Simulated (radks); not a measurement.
Problem. Spherical quantum dot in the effective-mass picture: electrons in a parabolic well V = omega^2 r^2 / 2 with omega = 0.125, with a point charge +1 (a donor) at the centre, all in effective atomic units (hartree* = m*/eps^2 hartree, bohr* = eps/m* bohr), one dielectric constant everywhere. Calculated with a radial shooting solver with Libxc functionals: non-relativistic Kohn-Sham, exchange-only LDA, spin-polarised, spherical densities. Levels are named by radial order and angular momentum (1s, 1p, 1d, 2s, ...), and open shells are averaged over m. Results are scaled to m* = 0.032 and eps = 16.8, for which hartree* = 3.085 meV and bohr* = 27.78 nm. At N = 8 the configuration is 1s2 1p(up 3, down 2) 2s(up 1, down 0). Does electron 9 go into 2s down or 1d up or 1p down?

Solution. Into 1p down. The total energies of the other choices lie higher by 0.0516 meV (2s down), 0.118 meV (1d up).
